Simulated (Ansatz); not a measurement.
Input file for Ansatz (a quantum-chemistry and plane-wave program): R-wB97X-V/def2-TZVPP on BrFH2Sn (SMILES [F][SnH2][Br]), a point of a bond scan (R = 1.700 Å). Elements past Kr take the def2 small-core potentials; no spin–orbit coupling.

Ansatz 0.2 input:
```yaml
crystal:
  periodic: [false, false, false]
  atoms:
    - {symbol: Sn, position_ang: [-0.82087301, -0.25418523, 0.04124020]}
    - {symbol: F, position_ang: [-1.53349458, 1.43640576, -0.55475012]}
    - {symbol: Br, position_ang: [1.64216243, 0.04607296, 0.07036013]}
    - {symbol: H, position_ang: [-1.24249200, -1.37719034, -1.16269239]}
    - {symbol: H, position_ang: [-1.38809149, -0.45375329, 1.63082898]}
basis:
  gaussian:
    orbitals: def2-TZVPP
    pivot_positions_ang: [[-0.82087301, -0.25418523, 0.04124020], [-1.53349458, 1.43640576, -0.55475012], [1.64216243, 0.04607296, 0.07036013], [-1.24249200, -1.37719034, -1.16269239], [-1.38809149, -0.45375329, 1.63082898]]
hamiltonian:
  xc: {name: wB97X-V}
scf: {lower_state_search: off}
output: {orbitals: {seedname: ./end}}
```

Output:

```
WARN ansatz: RAYON_NUM_THREADS=1 ignored (pool sized by the plan → 1); use --threads N
Functional definition: wB97X-V
these checks for a lower state are left out or cut short: stability, starts, cluster_reference, orbital_swaps, neighbouring_geometries, increment
integrals: 0.11 GiB planned
1119 factors; their error is unknown
integrals: 0.14 GiB planned
232 factors; integrals over basis functions are off by at most 1.4e-5 eV
mean field: 0.94 GiB planned
mean field evaluation 1: about -78619.5573 eV, gradient 3.9e1 eV
mean field evaluation 2: about -78618.0890 eV, gradient 5.5e1 eV
mean field evaluation 4: about -78622.1972 eV, gradient 1.4e0 eV
mean field evaluation 8: about -78622.5400 eV, gradient 5.5e-2 eV
mean field evaluation 16: about -78622.5400 eV, gradient 1.2e-5 eV
mean field -78622.53997728 eV, -2889.3250518933 hartree, gradient 5.2e-6 eV, S^2 0.000000; 0 other end points of the search recorded, 0 dependent functions left out
reference -78622.53997534 eV, -2889.3250518222 hartree; 34, 34 occupied and 123, 123 virtual orbitals, 1119 factors
Total energy: -78622.53997534 eV, -2889.3250518222 hartree
Checks for a lower state left out: stability, starts, cluster_reference, orbital_swaps, neighbouring_geometries, increment
```

The calculation finished and met its thresholds.

Cost: very roughly 6 core-seconds.
